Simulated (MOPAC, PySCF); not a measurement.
CH$_{4}$O$_{3}$Si, SMILES `O[SiH2]C(=O)O`, neutral singlet in the gas phase. 

Z-matrix (Å, degrees):
```
C
O 1 1.2074
O 1 1.3376 2 122.69
H 3 0.9716 1 107.65 2 0.04
Si 1 1.9217 2 120.28 3 -180.00
O 5 1.6351 1 103.50 2 0.30
H 6 0.9634 5 113.17 1 -0.11
H 5 1.4822 6 112.02 7 -118.06
H 5 1.4823 8 109.99 6 125.28
```
Charge 0, spin multiplicity 1.

All levels are single points at this geometry (PBE0-D4/def2-TZVP); Pople sets use spherical d functions. Orbital energies aren't observables, and empty levels follow the basis.

```tsv
level	HOMO (eV)	LUMO (eV)	gap (eV)	dipole (D)	vertical IE, Delta-SCF (eV)
PBE0-D4/def2-TZVP in PySCF	-8.18	-0.86	7.32	1.61	–
B3LYP/6-311+G** in PySCF	-8.12	-1.26	6.86	1.77	–
HF/3-21G in PySCF	-11.78	3.78	15.57	2.01	–
HF/6-31G* in PySCF	-11.90	3.70	15.59	1.73	9.50
HF/STO-3G in PySCF	-8.43	8.36	16.79	1.26	–
PM6 in MOPAC	-10.48	-0.60	9.88	0.92	–
```
